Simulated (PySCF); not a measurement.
H$_{6}$AlO$_{2}$Si$_{2}$, charge +1, singlet, geometry from GFN2-xTB (such geometries of metal compounds can be far from the true shape), with bond 11-8 at 1.4 times its length; SA2-CASSCF(4,6)/6-31G in PySCF.

Input for PySCF:
```python
from pyscf import gto, scf, mcscf
import numpy

mol = gto.Mole()
mol.atom = '''
    Al   -0.00000000   -0.00000000    0.00000000
    O    -1.34954850    0.17162539    0.86370410
    Si   -2.81585377    0.35809902    1.80213194
    H    -2.63059774   -0.67488439    2.81775793
    H    -3.83237493    0.09658791    0.78666785
    H    -2.68604797    1.74179984    2.25090043
    O     1.34954850   -0.17162539   -0.86370410
    Si    2.81585377   -0.35809902   -1.80213194
    H     2.36717530   -1.28181746   -2.84054541
    H     3.72391198   -0.90225071   -0.79605049
    H     3.15476521    1.57203033   -2.38536964
'''
mol.basis = '6-31g'
mol.charge = 1
mol.verbose = 4
mol.build()

mf = scf.RHF(mol)
mf.kernel()
mc = mcscf.CASSCF(mf, 6, 4)
mc.fix_spin_(ss=0.0)
mc = mc.state_average_([0.5, 0.5])
mc.kernel()
```

Output, abridged:

```
PySCF version 2.14.0

[INPUT] verbose = 4
[INPUT] num. atoms = 11
[INPUT] num. electrons = 62
[INPUT] charge = 1
[INPUT] spin (= nelec alpha-beta = 2S) = 0
[INPUT] symmetry False subgroup None
[INPUT] Mole.unit = angstrom
[INPUT] Symbol           X                Y                Z      unit          X                Y                Z       unit  Magmom
[...]
nuclear repulsion = 305.053248355358
number of shells = 43
number of NR pGTOs = 206
number of NR cGTOs = 69
basis = 6-31g
ecp = {}

******** <class 'pyscf.scf.hf.RHF'> ********
method = RHF
initial guess = minao
damping factor = 0
level_shift factor = 0
DIIS = <class 'pyscf.scf.diis.CDIIS'>
diis_start_cycle = 1
diis_space = 8
diis_damp = 0
SCF conv_tol = 1e-09
SCF conv_tol_grad = None
SCF max_cycles = 50
direct_scf = True
direct_scf_tol = 1e-13
Set gradient conv threshold to 3.16228e-05
Initial guess from minao.
init E= -972.750358334743
[...]
cycle= 1 E= -972.512099693622  delta_E= 0.238  |g|= 0.733  |ddm|= 2.95
[...]
cycle= 2 E= -972.595223964618  delta_E= -0.0831  |g|= 0.484  |ddm|= 0.951
[...]
cycle= 3 E= -972.640421773382  delta_E= -0.0452  |g|= 0.0533  |ddm|= 0.322
[...]
cycle= 4 E= -972.641583743512  delta_E= -0.00116  |g|= 0.00787  |ddm|= 0.0934
[...]
cycle= 5 E= -972.64163104545  delta_E= -4.73e-05  |g|= 0.00277  |ddm|= 0.0194
[...]
cycle= 6 E= -972.641637534179  delta_E= -6.49e-06  |g|= 0.000822  |ddm|= 0.00717
[...]
cycle= 7 E= -972.64163782097  delta_E= -2.87e-07  |g|= 0.000372  |ddm|= 0.00128
[...]
cycle= 8 E= -972.641637862254  delta_E= -4.13e-08  |g|= 3.82e-05  |ddm|= 0.000456
[...]
cycle= 9 E= -972.641637863137  delta_E= -8.82e-10  |g|= 7.38e-06  |ddm|= 8.89e-05
[...]
Extra cycle  E= -972.641637863188  delta_E= -5.16e-11  |g|= 3.45e-06  |ddm|= 1.58e-05
converged SCF energy = -972.641637863188

******** <class 'pyscf.mcscf.addons.StateAverageCASSCF'> ********
CAS (2e+2e, 6o), ncore = 29, nvir = 34
max_cycle_macro = 50
max_cycle_micro = 4
conv_tol = 1e-07
conv_tol_grad = None
orbital rotation max_stepsize = 0.02
orbital rotation threshold for CI restart = 0.01
augmented hessian ah_max_cycle = 30
augmented hessian ah_conv_tol = 1e-12
augmented hessian ah_linear dependence = 1e-14
augmented hessian ah_level shift = 1e-08
augmented hessian ah_start_tol = 2.5
augmented hessian ah_start_cycle = 3
augmented hessian ah_grad_trust_region = 3
kf_trust_region = 3
kf_interval = 4
ci_response_space = 4
ci_grad_trust_region = 3
with_dep4 0
natorb = False
canonicalization = True
sorting_mo_energy = False
ao2mo_level = 2
internal_rotation = False
******** <class 'pyscf.mcscf.addons.StateAverageSpinPenaltyFCISolver'> ********
max. cycles = 50
conv_tol = 1e-08
davidson only = True
linear dependence = 1e-12
level shift = 0.001
max iter space = 12
nroots = 2
pspace_size = 400
spin = None
State-average over 2 states with weights [0.5, 0.5]
CASCI E = -972.531639626142  S^2 = 0.0000000
Set conv_tol_grad to 0.000316228
macro iter   1 ( 21 JK    4 micro), CASSCF E = -972.557150942156  dE = -2.55113160e-02  S^2 = 0.0000000
               |grad[o]|=0.118  |ddm|=0.109  |maxRot[o]|=0.296
macro iter   2 ( 21 JK    4 micro), CASSCF E = -972.559224150604  dE = -2.07320845e-03  S^2 = 0.0000000
               |grad[o]|=0.0436  |ddm|=0.0497  |maxRot[o]|=0.311
macro iter   3 ( 21 JK    4 micro), CASSCF E = -972.566764783849  dE = -7.54063325e-03  S^2 = 0.0000000
               |grad[o]|=0.0254  |ddm|=0.0747  |maxRot[o]|=0.304
macro iter   4 ( 21 JK    4 micro), CASSCF E = -972.572055946081  dE = -5.29116223e-03  S^2 = 0.0000000
               |grad[o]|=0.0231  |ddm|=0.0113  |maxRot[o]|=0.205
macro iter   5 ( 21 JK    4 micro), CASSCF E = -972.572833463631  dE = -7.77517550e-04  S^2 = 0.0000000
               |grad[o]|=0.00938  |ddm|=0.0247  |maxRot[o]|=0.176
macro iter   6 ( 21 JK    4 micro), CASSCF E = -972.573418308616  dE = -5.84844985e-04  S^2 = 0.0000000
               |grad[o]|=0.00558  |ddm|=0.0141  |maxRot[o]|=0.242
macro iter   7 ( 21 JK    4 micro), CASSCF E = -972.573702489549  dE = -2.84180933e-04  S^2 = 0.0000000
               |grad[o]|=0.00397  |ddm|=0.00331  |maxRot[o]|=0.191
macro iter   8 ( 21 JK    4 micro), CASSCF E = -972.573798066509  dE = -9.55769594e-05  S^2 = 0.0000000
               |grad[o]|=0.00304  |ddm|=0.00482  |maxRot[o]|=0.144
macro iter   9 ( 21 JK    4 micro), CASSCF E = -972.573828733546  dE = -3.06670374e-05  S^2 = 0.0000000
               |grad[o]|=0.00314  |ddm|=0.00785  |maxRot[o]|=0.0288
macro iter  10 ( 21 JK    4 micro), CASSCF E = -972.573834641379  dE = -5.90783327e-06  S^2 = 0.0000000
               |grad[o]|=0.00219  |ddm|=0.00772  |maxRot[o]|=0.0129
macro iter  11 ( 21 JK    4 micro), CASSCF E = -972.573832919813  dE =  1.72156626e-06  S^2 = 0.0000000
               |grad[o]|=0.00214  |ddm|=0.0078  |maxRot[o]|=0.0113
macro iter  12 ( 21 JK    4 micro), CASSCF E = -972.573863050790  dE = -3.01309772e-05  S^2 = 0.0000000
               |grad[o]|=0.00224  |ddm|=0.000793  |maxRot[o]|=0.048
macro iter  13 ( 21 JK    4 micro), CASSCF E = -972.573881408812  dE = -1.83580219e-05  S^2 = 0.0000000
               |grad[o]|=0.00207  |ddm|=0.00219  |maxRot[o]|=0.00792
macro iter  14 ( 21 JK    4 micro), CASSCF E = -972.573889756880  dE = -8.34806747e-06  S^2 = 0.0000000
               |grad[o]|=0.00185  |ddm|=0.0042  |maxRot[o]|=0.00608
macro iter  15 ( 21 JK    4 micro), CASSCF E = -972.573889363799  dE =  3.93080427e-07  S^2 = 0.0000000
               |grad[o]|=0.00178  |ddm|=0.00588  |maxRot[o]|=0.00753
macro iter  16 ( 21 JK    4 micro), CASSCF E = -972.573909909198  dE = -2.05453989e-05  S^2 = 0.0000000
               |grad[o]|=0.00184  |ddm|=0.000644  |maxRot[o]|=0.0413
macro iter  17 ( 21 JK    4 micro), CASSCF E = -972.573920174983  dE = -1.02657850e-05  S^2 = 0.0000000
               |grad[o]|=0.00174  |ddm|=0.00193  |maxRot[o]|=0.00557
macro iter  18 ( 21 JK    4 micro), CASSCF E = -972.573923509137  dE = -3.33415392e-06  S^2 = 0.0000000
               |grad[o]|=0.00158  |ddm|=0.00404  |maxRot[o]|=0.00403
[...]
               |grad[o]|=0.00155  |ddm|=0.00583  |maxRot[o]|=0.00827
macro iter  20 ( 21 JK    4 micro), CASSCF E = -972.573937805517  dE = -1.83195898e-05  S^2 = 0.0000000
               |grad[o]|=0.00164  |ddm|=0.000613  |maxRot[o]|=0.0405
macro iter  21 ( 12 JK    3 micro), CASSCF E = -972.573942151191  dE = -4.34567414e-06  S^2 = 0.0000000
               |grad[o]|=0.00157  |ddm|=0.000207  |maxRot[o]|=0.00503
macro iter  22 ( 21 JK    4 micro), CASSCF E = -972.573942993974  dE = -8.42783720e-07  S^2 = 0.0000000
               |grad[o]|=0.00149  |ddm|=0.00405  |maxRot[o]|=0.00356
macro iter  23 ( 21 JK    4 micro), CASSCF E = -972.573937295741  dE =  5.69823305e-06  S^2 = 0.0000000
               |grad[o]|=0.00148  |ddm|=0.00588  |maxRot[o]|=0.00831
macro iter  24 ( 21 JK    4 micro), CASSCF E = -972.573955997472  dE = -1.87017304e-05  S^2 = 0.0000000
               |grad[o]|=0.0016  |ddm|=0.00059  |maxRot[o]|=0.0404
macro iter  25 ( 12 JK    3 micro), CASSCF E = -972.573960303962  dE = -4.30649027e-06  S^2 = 0.0000000
               |grad[o]|=0.00154  |ddm|=0.00019  |maxRot[o]|=0.00503
macro iter  26 ( 21 JK    4 micro), CASSCF E = -972.573960175240  dE =  1.28722490e-07  S^2 = 0.0000000
               |grad[o]|=0.00146  |ddm|=0.00411  |maxRot[o]|=0.00376
macro iter  27 ( 21 JK    4 micro), CASSCF E = -972.573975187552  dE = -1.50123121e-05  S^2 = 0.0000000
               |grad[o]|=0.00146  |ddm|=0.000446  |maxRot[o]|=0.034
macro iter  28 ( 12 JK    3 micro), CASSCF E = -972.573978601115  dE = -3.41356326e-06  S^2 = 0.0000000
               |grad[o]|=0.00142  |ddm|=0.000268  |maxRot[o]|=0.00461
macro iter  29 ( 21 JK    4 micro), CASSCF E = -972.573978320499  dE =  2.80615495e-07  S^2 = 0.0000000
               |grad[o]|=0.00135  |ddm|=0.00383  |maxRot[o]|=0.00356
macro iter  30 ( 21 JK    4 micro), CASSCF E = -972.573992327074  dE = -1.40065749e-05  S^2 = 0.0000000
               |grad[o]|=0.00135  |ddm|=0.000417  |maxRot[o]|=0.0326
macro iter  31 ( 12 JK    3 micro), CASSCF E = -972.573995334774  dE = -3.00769966e-06  S^2 = 0.0000000
               |grad[o]|=0.00132  |ddm|=0.000257  |maxRot[o]|=0.00451
macro iter  32 ( 21 JK    4 micro), CASSCF E = -972.573994331428  dE =  1.00334614e-06  S^2 = 0.0000000
               |grad[o]|=0.00126  |ddm|=0.00382  |maxRot[o]|=0.00387
macro iter  33 ( 21 JK    4 micro), CASSCF E = -972.574008073023  dE = -1.37415951e-05  S^2 = 0.0000000
               |grad[o]|=0.00128  |ddm|=0.000407  |maxRot[o]|=0.0322
macro iter  34 ( 12 JK    3 micro), CASSCF E = -972.574010844595  dE = -2.77157176e-06  S^2 = 0.0000000
               |grad[o]|=0.00124  |ddm|=0.000244  |maxRot[o]|=0.00449
macro iter  35 ( 21 JK    4 micro), CASSCF E = -972.574009253266  dE =  1.59132912e-06  S^2 = 0.0000000
               |grad[o]|=0.00119  |ddm|=0.00388  |maxRot[o]|=0.00431
macro iter  36 ( 21 JK    4 micro), CASSCF E = -972.574022946073  dE = -1.36928071e-05  S^2 = 0.0000000
               |grad[o]|=0.00122  |ddm|=0.000385  |maxRot[o]|=0.0322
macro iter  37 ( 12 JK    3 micro), CASSCF E = -972.574025572629  dE = -2.62655612e-06  S^2 = 0.0000000
               |grad[o]|=0.00119  |ddm|=0.000224  |maxRot[o]|=0.00448
macro iter  38 ( 21 JK    4 micro), CASSCF E = -972.574023561563  dE =  2.01106582e-06  S^2 = 0.0000000
               |grad[o]|=0.00114  |ddm|=0.00395  |maxRot[o]|=0.00472
macro iter  39 ( 21 JK    4 micro), CASSCF E = -972.574037242613  dE = -1.36810495e-05  S^2 = 0.0000000
               |grad[o]|=0.00118  |ddm|=0.000385  |maxRot[o]|=0.0321
macro iter  40 ( 12 JK    3 micro), CASSCF E = -972.574039778056  dE = -2.53544306e-06  S^2 = 0.0000000
               |grad[o]|=0.00115  |ddm|=0.000212  |maxRot[o]|=0.00448
macro iter  41 ( 21 JK    4 micro), CASSCF E = -972.574037475799  dE =  2.30225669e-06  S^2 = 0.0000000
               |grad[o]|=0.0011  |ddm|=0.00402  |maxRot[o]|=0.00505
macro iter  42 ( 21 JK    4 micro), CASSCF E = -972.574051125311  dE = -1.36495117e-05  S^2 = 0.0000000
               |grad[o]|=0.00116  |ddm|=0.000379  |maxRot[o]|=0.0321
macro iter  43 ( 21 JK    4 micro), CASSCF E = -972.574053632351  dE = -2.50704022e-06  S^2 = 0.0000000
               |grad[o]|=0.00112  |ddm|=0.0017  |maxRot[o]|=0.00265
macro iter  44 ( 21 JK    4 micro), CASSCF E = -972.574050827314  dE =  2.80503707e-06  S^2 = 0.0000000
               |grad[o]|=0.00105  |ddm|=0.00415  |maxRot[o]|=0.00506
macro iter  45 ( 17 JK    4 micro), CASSCF E = -972.574058628192  dE = -7.80087817e-06  S^2 = 0.0000000
               |grad[o]|=0.00111  |ddm|=0.000376  |maxRot[o]|=0.0181
macro iter  46 ( 12 JK    3 micro), CASSCF E = -972.574061234936  dE = -2.60674403e-06  S^2 = 0.0000000
               |grad[o]|=0.00108  |ddm|=0.000192  |maxRot[o]|=0.00448
macro iter  47 ( 21 JK    4 micro), CASSCF E = -972.574058294014  dE =  2.94092195e-06  S^2 = 0.0000000
               |grad[o]|=0.00103  |ddm|=0.00414  |maxRot[o]|=0.00497
macro iter  48 ( 17 JK    4 micro), CASSCF E = -972.574066221435  dE = -7.92742117e-06  S^2 = 0.0000000
               |grad[o]|=0.0011  |ddm|=0.00039  |maxRot[o]|=0.0181
macro iter  49 ( 12 JK    3 micro), CASSCF E = -972.574068859273  dE = -2.63783761e-06  S^2 = 0.0000000
               |grad[o]|=0.00108  |ddm|=0.000157  |maxRot[o]|=0.00448
macro iter  50 ( 21 JK    4 micro), CASSCF E = -972.574065858868  dE =  3.00040472e-06  S^2 = 0.0000000
               |grad[o]|=0.00102  |ddm|=0.00418  |maxRot[o]|=0.00495
1-step CASSCF not converged,  50 macro (961 JK 191 micro) steps
CASSCF canonicalization
Density matrix diagonal elements [1.98346319 1.41865125 0.49199479 0.0093864  0.01461416 0.08189022]
CASSCF energy = -972.574065858868
CASCI E = -972.574065858868  E(CI) = -4.18759381570146  S^2 = 0.0000000
CASCI state-averaged energy = -972.574065858868
CASCI energy for each state
  State 0 weight 0.5  E = -972.674486252873 S^2 = 0.0000000
  State 1 weight 0.5  E = -972.473645464863 S^2 = 0.0000000
```

The run did not converge; its last values are not results.
